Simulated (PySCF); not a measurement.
C3H11GaS, singlet, GFN2-xTB optimised geometry.

```
16

Ga    -0.26     0.02     0.00
C     -1.23    -1.68    -0.54
H     -0.67    -2.58    -0.27
H     -1.38    -1.72    -1.63
H     -2.22    -1.75    -0.08
C      1.79     0.02     0.00
H      2.23    -0.92     0.34
H      2.23     0.83     0.60
H      2.15     0.18    -1.02
C     -1.23     1.81     0.00
H     -0.69     2.58     0.56
H     -2.23     1.73     0.44
H     -1.36     2.19    -1.02
S     -0.44    -0.39     2.66
H      0.47    -1.36     2.52
H      0.50     0.54     2.83
```

Density from B3LYP/def2-TZVP run with PySCF at that geometry.

Minimum of the electron density along straight lines between bonded atoms, close to the bond critical point (lines longer than 1.1 times the sum of covalent radii, or with two minima, are not listed):

| bond | length / Å | ρ at the minimum / e bohr⁻³ | ∇²ρ there / e bohr⁻⁵ | position (fraction from the first atom) |
|---|---|---|---|---|
| Ga1–C2 | 2.037 | 0.101 | 0.16 | 0.47 |
| C2–H3 | 1.095 | 0.270 | -0.89 | 0.63 |
| C2–H4 | 1.094 | 0.270 | -0.89 | 0.64 |
| C2–H5 | 1.095 | 0.271 | -0.89 | 0.63 |
| Ga1–C6 | 2.051 | 0.098 | 0.16 | 0.47 |
| C6–H7 | 1.096 | 0.269 | -0.88 | 0.63 |
| C6–H8 | 1.096 | 0.269 | -0.88 | 0.63 |
| C6–H9 | 1.094 | 0.270 | -0.89 | 0.63 |
| Ga1–C10 | 2.037 | 0.101 | 0.16 | 0.47 |
| C10–H11 | 1.095 | 0.270 | -0.89 | 0.63 |
| C10–H12 | 1.094 | 0.271 | -0.89 | 0.64 |
| C10–H13 | 1.094 | 0.270 | -0.89 | 0.64 |
| S14–H15 | 1.330 | 0.224 | -0.68 | 0.64 |
| S14–H16 | 1.330 | 0.224 | -0.68 | 0.64 |
